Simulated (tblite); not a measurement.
Compound: H13NOSi6.
Z-matrix (Å and degrees, GFN2-xTB geometry), rows numbered from 1:
```
N 
Si  1  1.7368
Si  2  2.3281  1  106.72
Si  3  2.3247  2  111.84  1  -165.77
Si  4  2.3289  3  115.29  2    48.53
Si  5  2.3276  4  112.77  3   -48.63
Si  6  2.3131  5  112.23  4    48.24
O   7  1.6447  2  107.46  1    60.20
H   1  1.0087  2  119.09  3   174.74
H   1  1.0081  2  118.79  3   -48.51
H   2  1.4866  1  111.56  3   119.49
H   3  1.4747  2  112.59  1    66.93
H   3  1.4747  2  109.61  1   -45.44
H   4  1.4710  3  110.84  2   176.58
H   4  1.4746  3  107.74  2   -72.25
H   5  1.4728  4  108.27  3    73.18
H   5  1.4730  4  110.60  3  -175.20
H   6  1.4706  5  112.22  4   177.24
H   6  1.4768  5  108.00  4   -70.25
H   7  1.4816  2  112.74  1   -56.48
H   8  0.9528  7  121.60  2   -54.79
```

Calculated harmonic vibrations of the isolated species, GFN2-xTB (tblite), most abundant isotopes, no scaling. Errors from tens to a few hundred cm⁻¹ against measured bands are possible. Modes of hydrogen on silicon can be 10 to 20 % off. One conformer, not necessarily the lowest.

Harmonic wavenumbers (cm⁻¹): 30.2, 41.5, 62.0, 75.8, 100.5, 119.0, 132.9, 155.0, 195.2, 210.2, 220.2, 307.3, 311.5, 326.8, 341.0, 343.5, 375.3, 393.1, 397.8, 452.8, 474.6, 482.7, 505.4, 505.8, 529.7, 535.9, 538.2, 543.7, 600.1, 619.0, 631.8, 641.2, 644.7, 659.7, 690.7, 795.8, 812.9, 831.5, 835.2, 837.2, 840.4, 853.3, 866.6, 1532.7, 2016.6, 2051.3, 2111.4, 2120.9, 2127.2, 2136.7, 2145.5, 2157.9, 2158.9, 2162.9, 3450.0, 3481.0, 3664.9.

A = 815.8, B = 645.7, C = 410.9 MHz; mass 210.961 u (most abundant isotopes); point group C1, symmetry number 1.

Task: What is the zero-point energy?

Result: ½Σν̃ = 26593 cm⁻¹ = 76.03 kcal/mol.

Task: Entropy at 500 K, 1 bar (ideal gas, RRHO, classical rotation)?

Result: Translation 44.54, rotation 33.22, vibration 90.88: S = 168.6 cal/(mol K).

Task: And Cp and H(500 K) − H(0)?

Result: Cp = 81.93 cal/(mol K), of which vibrations give 73.98 (their classical limit is 57 R = 113.3); H(500 K) − H(0) = 26.20 kcal/mol without the zero-point energy, 22.23 from vibrations.

Task: Which modes carry the vibrational entropy at 500 K?

Result: 30.2 cm⁻¹: 6.84; 41.5 cm⁻¹: 6.21; 62.0 cm⁻¹: 5.42; 75.8 cm⁻¹: 5.02; 100.5 cm⁻¹: 4.46; 119.0 cm⁻¹: 4.13 cal/(mol K); the other 51 give 58.81 together.

Task: What must be added to the electronic energy to get the Gibbs energy at 500 K and 1 bar?

Result: ZPE + [H(500 K) − H(0)] − T·S = 76.03 + 26.20 − 84.32 = 17.91 kcal/mol.

Hindered rotation and anharmonicity are outside this model. Other conformers, if any are populated, would add a mixing term that is left out. The structure is chiral; the term R ln 2 for an equal mix with its mirror image is left out.
